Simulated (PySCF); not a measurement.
# A small calculation by hand: oscillator strength and radiative lifetime

ClH₆NOSi₂, SMILES N[SiH2]O[SiH2]Cl.

Geometry: B3LYP-D3(BJ)/def2-SVP. The structure was generated by enumeration, and PubChem lists no compound with its InChIKey, so it may never have been made. Other conformers were not sampled.

TDA-PBE/def2-SVPD in PySCF puts the first singlet state with f over 0.02 at 6.11 eV (vertical), with the transition dipole (-0.487, 0.276, -0.298) in atomic units.

Task: Find the oscillator strength, the wavelength and the radiative lifetime that this transition would have in vacuum if emission retraced absorption.

Result: 
|μ|² = 0.4021 au, so |μ| = 1.61 D. ΔE = 6.11/27.211 = 0.2245 hartree. f = (2/3) ΔE |μ|² = 0.060 (the program prints 0.060).
λ = 1239.84/6.11 = 203 nm; ν = 49280 cm⁻¹.
Einstein's coefficient A = 0.6670 ν² f s⁻¹ (ν in cm⁻¹) = 9.8e7 s⁻¹, so τ = 1/A = 10 ns. This state is S2; the lower singlet has f = 0.001. The figure is the radiative limit of this one transition; relaxation, internal conversion, crossing to triplets and a medium change what is measured.
